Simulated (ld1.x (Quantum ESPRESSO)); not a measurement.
**u(r) = r·R(r): atom against pseudo-atom (Al)**

Columns: radius, all-electron u(r) and pseudo u(r) of the 3p shell (level -13.05 eV) of aluminium in the configuration [Ne] 3s1.5 3p0; PBE, non-relativistic, RRKJ scheme, ld1.x (Quantum ESPRESSO) 7.5.

```
r (bohr)  all-electron   pseudo
   0.115        0.1167  -0.0029
   0.230        0.2397  -0.0116
   0.345        0.2819  -0.0269
   0.460        0.2562  -0.0493
   0.575        0.1884  -0.0796
   0.690        0.0988  -0.1178
   0.805        0.0005  -0.1637
   0.920       -0.0980  -0.2162
   1.035       -0.1919  -0.2733
   1.150       -0.2783  -0.3328
   1.265       -0.3557  -0.3920
   1.380       -0.4233  -0.4481
   1.495       -0.4813  -0.4990
   1.610       -0.5300  -0.5429
   1.725       -0.5699  -0.5790
   1.840       -0.6013  -0.6071
   1.955       -0.6246  -0.6276
   2.070       -0.6402  -0.6413
   2.185       -0.6489  -0.6491
   2.300       -0.6513  -0.6513
   2.415       -0.6481  -0.6481
   2.530       -0.6403  -0.6403
   2.645       -0.6284  -0.6284
   2.760       -0.6133  -0.6133
   2.875       -0.5956  -0.5956
   2.990       -0.5758  -0.5758
```

**Question.** How many radial nodes do the two functions have?

**Answer.** The all-electron 3p function has n − l − 1 = 1; the pseudo-wave has 0, since the states of the same l below it are removed with the core.

**Question.** At about which radius was the pseudo-wave matched?

**Answer.** 2.30 bohr, where the columns begin to agree (steps of 0.12 bohr).

**Question.** Where does each function peak?

**Answer.** Outermost all-electron maximum near 2.30 bohr, pseudo maximum near 2.30 bohr (to the table’s step).

**Question.** Is the pseudo-wave norm-conserving?

**Answer.** Yes: the RRKJ scheme keeps the norm inside the radius equal to the all-electron one, which fixes the energy derivative of the logarithmic derivative at the level.
